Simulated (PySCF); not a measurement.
CH₃Br₃Ge, SMILES [CH3][Ge]([Br])([Br])[Br] (PBE0/def2-SVP optimised geometry):

```
8

C     -1.473    -2.037    -1.542
Ge    -0.791    -1.093     0.000
Br     1.509    -1.093     0.000
Br    -1.509     1.093     0.000
Br    -1.511    -2.087     1.945
H     -1.107    -3.073    -1.517
H     -2.571    -2.026    -1.512
H     -1.118    -1.536    -2.454
```

Method: PBE0/def2-TZVP (PySCF).

Task: What are the frontier orbital energies and the dipole moment?

Result: HOMO-2 -8.64 eV, HOMO-1 -8.64 eV, HOMO -8.43 eV, LUMO -1.85 eV, LUMO+1 0.08 eV; dipole moment 2.38 D.

Meta-Löwdin charges at PBE0/def2-TZVP: C1 -0.55, Ge2 0.81, Br3 -0.24, Br4 -0.24, Br5 -0.24, H6 0.15, H7 0.15, H8 0.15.
